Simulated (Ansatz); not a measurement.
`BOB[SiH2][AlH2]` + `[CH2]1[NH][AlH]1` → `[AlH2][N]1[CH2][AlH]1` + `BOB[SiH3]` at 600 K and 1 bar (cleavage of the Al–Si bond).

Program: Ansatz. Geometries: PBE0-D4/def2-TZVP. ΔE: electronic, gas phase. CBS: MP2 limit from def2 TZ/QZ plus the TZ coupled-cluster correction, frozen cores. One conformer a species, not always the lowest.

```csv
species,CCSD(T)/CBS energy (Eh),H − E (kJ/mol),S (J/(mol·K))
`BOB[SiH2][AlH2]`,-660.09328,258.8,523.7
`[CH2]1[NH][AlH]1`,-337.12157,164.8,328.5
`[AlH2][N]1[CH2][AlH]1`,-579.76217,192.5,413.5
`BOB[SiH3]`,-417.48760,223.7,425.8
```

H − E and S are ideal-gas, rigid-rotor, harmonic terms from PBE0-D4/def2-TZVP, for one conformer and one mirror image of each species. 1 Eh = 2625.50 kJ/mol, R = 8.31446 J/(mol·K).

By hand: ΔE, ΔH, ΔS and ΔG.

ΔE = (-579.76217) + (-417.48760) − (-660.09328) − (-337.12157) = -0.03492 Eh = -91.7 kJ/mol. Δ(H − E) = 192.5 + 223.7 − 258.8 − 164.8 = -7.4, so ΔH = -99.1 kJ/mol. ΔS = 413.5 + 425.8 − 523.7 − 328.5 = -12.9 J/(mol·K). ΔG = -99.1 − 600 × (-12.9)/1000 = -91.4 kJ/mol.

By hand: the equilibrium constant, and the temperature at which ΔG would vanish if ΔH and ΔS stayed fixed.

log₁₀ K = −ΔG/(RT ln 10) = 8.0. ΔG = 0 at ΔH/ΔS = 7682 K, far beyond where these terms or the molecules hold.

The number of gas molecules stays the same, so ΔS is small and ΔH decides. A doubt of 5 kJ/mol in ΔE shifts log₁₀ K by 0.4 here. Other conformers and mirror images would add mixing entropy, several J/(mol·K) or more a flexible species. Modes under 60 cm⁻¹, often nearly free rotors, make the harmonic entropy too high. These are equilibria of isolated gas molecules and say nothing of rates. Largest T1 diagnostic: 0.017 (customary marks: 0.02 for closed shells, 0.045 for open ones).
